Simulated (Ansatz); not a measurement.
Reaction: SiH3S (SMILES [SiH2]S, doublet) → SiH3S (SMILES [SiH3][S], doublet)
Each species at its own B3LYP-D3(BJ)/def2-TZVP minimum (Ansatz, a first-principles code).

Wanted: isomerisation energy (electronic), in kcal/mol. Radicals and triplets start from unrestricted determinants; spin-orbit coupling is neglected. CBS(X,Y): correlation extrapolated as X^-3, Hartree-Fock from the larger set. A bracket is a step between two methods taken in the basis named. The functionals are non-relativistic, so their misses hold any scalar relativity. Double hybrids freeze cores in their MP2 part. 'core' is core correlation in cc-pwCVTZ (1s frozen past Ne), 'X2C' scalar relativity in cc-pVTZ-DK, both at CCSD(T).

CCSD(T)/CBS(cc-pV(T+d)Z,cc-pV(Q+d)Z) + [CCSDT(Q) - CCSD(T)]/cc-pV(T+d)Z + core + X2C (Ansatz) gives -0.4 kcal/mol.

Q: What does PBE/def2-TZVPD (Ansatz) give here, and how do the other levels compare?

A: PBE gives 3.1 kcal/mol, 3.5 kcal/mol above it. Differences of the others: PBE0/def2-TZVPD (Ansatz) 1.8; B2PLYP/def2-TZVPD (Ansatz) -0.6; CCSD(T)/CBS(cc-pV(T+d)Z,cc-pV(Q+d)Z) + core + X2C (Ansatz) 0.0 kcal/mol. Nearer than PBE: PBE0/def2-TZVPD, B2PLYP/def2-TZVPD, CCSD(T)/CBS(cc-pV(T+d)Z,cc-pV(Q+d)Z) + core + X2C.
